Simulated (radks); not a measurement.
Q: Ionisation ladder of chromium, from Cr I to Cr XIII. Each ion is in the ground configuration listed by NIST, and IE = E(next ion) - E(this ion). All-electron calculation, non-relativistic Kohn-Sham, r2SCAN, spin-polarised, spherical densities, point nucleus; open shells are filled with parallel spins first; meta-GGA in the generalised Kohn-Sham scheme. Program: a radial shooting solver on a logarithmic mesh with Libxc functionals.

| species | configuration | IE, Delta-SCF (eV) | -e(HOMO) (eV) | HOMO |
|---|---|---|---|---|
| Cr I | [Ar] 3d5 4s1 | 7.214 | 3.968 | 3d up |
| Cr II | [Ar] 3d5 | 17.491 | 11.070 | 3d up |
| Cr III | [Ar] 3d4 | 32.395 | 24.465 | 3d up |
| Cr IV | [Ar] 3d3 | ? | 40.745 | 3d up |
| Cr V | [Ar] 3d2 | 69.349 | 59.285 | 3d up |
| Cr VI | [Ar] 3d1 | 90.572 | 79.698 | 3d up |
| Cr VII | [Ar] | ? | 149.51 | 3p |
| Cr VIII | [Ne] 3s2 3p5 | ? | 172.83 | 3p down |
| Cr IX | [Ne] 3s2 3p4 | 208.18 | 196.45 | 3p down |
| Cr X | [Ne] 3s2 3p3 | ? | 230.41 | 3p up |
| Cr XI | [Ne] 3s2 3p2 | 269.80 | 256.62 | 3p up |
| Cr XII | [Ne] 3s2 3p1 | 296.08 | 283.01 | 3p up |
| Cr XIII | [Ne] 3s2 | 350.21 | 339.51 | 3s |

Estimate the withheld Delta-SCF values.

A: Cr IV: 49.845 eV (NIST 49.16); Cr VII: 161.14 eV (NIST 160.3); Cr VIII: 184.62 eV (NIST 184.8); Cr X: 243.49 eV (NIST 244.5).
